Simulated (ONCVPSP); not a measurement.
# Transferability test, ONCV potential for In (Z = 49)

* Element: indium (In)
* Generator: ONCVPSP 4.0.1
* Type: optimised norm-conserving Vanderbilt (ONCV)
* Functional: LDA (Perdew-Zunger)
* Relativity: scalar-relativistic
* Frozen core: [Ar] 3d10 4s2
* Valence charge: 19
* Reference configuration: 4p6 4d10 5s1 (charge +2)
* Partial waves: 5s: rc 2.20 bohr, ncon 3, nbas 7, qcut 3.1 1/bohr, 2 projectors, debl 2.2 Ha; 4p: rc 1.15 bohr, ncon 4, nbas 8, qcut 11.3 1/bohr, 2 projectors, debl 1.4 Ha; 4d: rc 1.40 bohr, ncon 4, nbas 9, qcut 10.9 1/bohr, 2 projectors, debl 2.6 Ha; f scattering state at 0.12 Ha: rc 2.15 bohr, ncon 4, nbas 8, qcut 5.9 1/bohr, 2 projectors, debl 1 Ha
* Local potential: polynomial inside 1.05 bohr (lpopt 3, dvloc0 0 Ha)
* Core correction: Teter function fitted to the true core (icmod 2), fcfact 0.55

In the p channel the program set the typed energies aside and used -3.537, 0.250 Ha.

Energies are relative to the spin-unpolarised reference configuration 4p6 4d10 5s1; without spin polarisation the order of configurations can differ from experiment.

```
valence configuration  charge  ΔE all-electron (eV)  error AE − PS (meV)
     4p6 4d10 5s2 5p1       0               -25.255                 -0.9
     4p5 4d10 5s2 5p1      +1                60.291                 -172
```

What are ΔE and the potential's error for 4p6 4d10 5s2?

ΔE = -19.661 eV all-electron; the error (AE − PS) is -4.7 meV.

What are ΔE and the potential's error for 4p6 4d10 5s0?

ΔE = 28.740 eV all-electron; the error (AE − PS) is -16 meV.

Note: ghosts flagged at negative energy: s at -110.8 eV; no localised positive-energy state flagged. A true bound ghost makes a file unfit for plane-wave use.
